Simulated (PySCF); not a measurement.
## Correlation energy of W⁺ (tungsten, charge +1)

[Xe] 4f14 5d4 6s1, high-spin 6D determinant. Calculation: PySCF 2.14, in def2-TZVPPD with the def2 core potential (60 electrons) (6s5p3d2f1g, 59 functions); scalar relativity through the core potential. Frozen: 5s2 5p6; 5 electrons correlated.

MP2 pair energies summed by pair of shells (mhartree):

```tsv
pair	energy	share (%)
5d-5d	-31.20	64.9
5d-6s	-16.86	35.1
```

Total MP2 correlation energy: -48.07 mhartree.

Same-spin part -48.07 and opposite-spin part 0.00 mhartree; SCS-MP2 scales them by 1/3 and 6/5 to -16.02 mhartree.
